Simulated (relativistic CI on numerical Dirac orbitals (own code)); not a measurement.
Level scheme of Ho⁶¹⁺

Method of calculation: Dirac-Coulomb-Breit CI, orbitals from a KLI potential per configuration, model QED (radiative potential, 1s self-energy scaled to tabulated hydrogen-like ionisation energies), unscaled Slater integrals (own radial code, finite nucleus).

Configurations in the expansion (outside the closed core 1s2): 2s2 2p2, 2s 2p3, 2p4, 2p3 3s, 2p3 3p, 2p3 3d, 2s2 2p 3s, 2s2 2p 3p, 2s2 2p 3d, 2s 2p2 3s, 2s 2p2 3p, 2s 2p2 3d, 2s2 2p 4s, 2s2 2p 4p, 2s2 2p 4d, 2s2 2p 4f. Levels of other configurations are missing.

The lowest level is 2s2 2p2 3P_0, with 69 % of that term; Hund's rules for 2s2 2p2 give 3P with J = 0, in agreement.

```tsv
No.	Configuration	Term	J	E (eV)	%	Lifetime (s)	jj configuration (%)
1	2s2 2p2	3P	0	0.00	69		2p1/2^2 (100)
2	2s2 2p2	3P	1	892.53	100	2.26e-10	2p1/2 2p3/2 (100)
3	2s2 2p2	1D	2	910.52	65	6.54e-08	2p1/2 2p3/2 (100)
4	2s 2p3(2P°)	3P°	2	1150.35	48	3.89e-11	2s 2p3/2 (99)
5	2s 2p3(2D°)	3D°	1	1229.04	32	1.99e-13	2s 2p3/2 (100)
6	2s2 2p2	3P	2	1822.10	64	5.01e-11	2p3/2^2 (99)
7	2s2 2p2	1S	0	1876.90	68	4.29e-11	2p3/2^2 (99)
8	2s 2p3(4S°)	5S°	2	2017.57	50	8.85e-13	2s 2p1/2 2p3/2^2 (100)
9	2s 2p3(2D°)	3D°	3	2060.08	100	9.32e-13	2s 2p1/2 2p3/2^2 (100)
10	2s 2p3(2P°)	3P°	0	2113.18	100	2.50e-13	2s 2p1/2 2p3/2^2 (100)
11	2s 2p3(4S°)	3S°	1	2133.50	51	1.29e-13	2s 2p1/2 2p3/2^2 (100)
12	2s 2p3(2D°)	1D°	2	2143.61	74	1.32e-13	2s 2p1/2 2p3/2^2 (100)
13	2s 2p3(2P°)	3P°	1	2147.10	62	2.11e-13	2s 2p1/2 2p3/2^2 (100)
14	2p4	3P	2	2417.41	68	1.38e-13	2p3/2^2 (99)
15	2p4	1S	0	2475.75	63	1.21e-13	2p3/2^2 (99)
16	2s 2p3(2P°)	3P°	2	3002.47	51	2.65e-13	2s 2p3/2^3 (100)
17	2s 2p3(2P°)	1P°	1	3078.83	37	1.04e-13	2s 2p3/2^3 (100)
18	2p4	3P	1	3323.15	100	8.70e-14	2p1/2 2p3/2^3 (100)
19	2p4	1D	2	3341.66	68	9.07e-14	2p1/2 2p3/2^3 (100)
20	2p4	3P	0	4277.89	64	6.56e-14	2p3/2^4 (100)
21	2s2 2p 3s	3P°	0	8249.22	99	6.96e-15	2p1/2 3s (99)
22	2s2 2p 3s	3P°	1	8252.69	67	5.62e-15	2p1/2 3s (100)
23	2s2 2p 3p	3D	1	8325.72	73	4.79e-13	2p1/2 3p1/2 (100)
24	2s2 2p 3p	3P	0	8367.43	67	2.04e-13	2p1/2 3p1/2 (99)
25	2s 2p2(3P)<4P> 3s	5P	1	8481.83	42	7.12e-15	2s 2p1/2^2 3s (97)
26	2s 2p2(3P)<4P> 3s	3P	0	8517.55	69	7.53e-15	2s 2p1/2^2 3s (99)
27	2s 2p2(1S)<2S> 3p	3P°	1	8566.41	33	2.51e-15	2s 2p1/2^2 3p1/2 (98)
28	2s 2p2(1S)<2S> 3p	3P°	0	8567.12	50	2.25e-13	2s 2p1/2^2 3p1/2 (99)
29	2s2 2p 3p	3D	2	8610.27	52	3.18e-13	2p1/2 3p3/2 (100)
30	2s2 2p 3p	3P	1	8612.22	47	2.37e-13	2p1/2 3p3/2 (97)
31	2s2 2p 3d	3F°	2	8668.49	75	5.63e-15	2p1/2 3d3/2 (100)
32	2s2 2p 3d	3D°	1	8693.54	50	7.27e-16	2p1/2 3d3/2 (99)
33	2s2 2p 3d	3P°	2	8752.95	47	9.72e-16	2p1/2 3d5/2 (98)
34	2s2 2p 3d	3F°	3	8756.97	46	1.01e-15	2p1/2 3d5/2 (100)
35	2s 2p2(1S)<2S> 3p	3P°	2	8846.41	35	4.76e-14	2s 2p1/2^2 3p3/2 (98)
36	2s 2p2(3P)<4P> 3p	3D°	1	8851.44	32	2.61e-15	2s 2p1/2^2 3p3/2 (99)
37	2s 2p2(1S)<2S> 3d	3D	1	8903.71	46	6.48e-15	2s 2p1/2^2 3d3/2 (99)
38	2s 2p2(1S)<2S> 3d	3D	2	8909.46	31	5.05e-15	2s 2p1/2^2 3d3/2 (98)
39	2s 2p2(1S)<2S> 3d	3D	3	8985.62	37	1.01e-15	2s 2p1/2^2 3d5/2 (99)
40	2s 2p2(3P)<4P> 3d	3F	2	9002.65	28	1.03e-15	2s 2p1/2^2 3d5/2 (98)
41	2s2 2p 3s	3P°	2	9179.39	98	8.74e-15	2p3/2 3s (98)
42	2s2 2p 3s	1P°	1	9187.51	66	4.58e-15	2p3/2 3s (98)
43	2s2 2p 3p	3P	1	9271.68	50	1.70e-13	2p3/2 3p1/2 (97)
44	2s2 2p 3p	3D	2	9273.97	46	2.16e-13	2p3/2 3p1/2 (97)
45	2s 2p2(3P)<4P> 3s	5P	2	9343.76	84	1.03e-14	2s 2p1/2 2p3/2 3s (99)
```

Energies count from the lowest computed level; ° marks odd parity; lifetimes are radiative, by E1, M1, E2, M2 decay to levels of this space only. Percentages are summed over parent terms; the parents shown are those of the largest component, closed shells are left out there, and <> holds an intermediate term. Filled j subshells are mostly left out of the jj labels.

The mean weight of the leading LS term, summed over parents, in these 45 levels is 60 %, and that of the leading jj configuration (from the same eigenvectors) 99 %, so jj coupling describes them better and the LS labels are nominal.

At this charge energies of transitions that change n are usually good to better than 1 %, and those within a shell (Δn = 0) to a few per cent.

LS names give the leading component of a level, which can be under half, so a name can repeat, a term be missing and a line seem to break the LS rules.
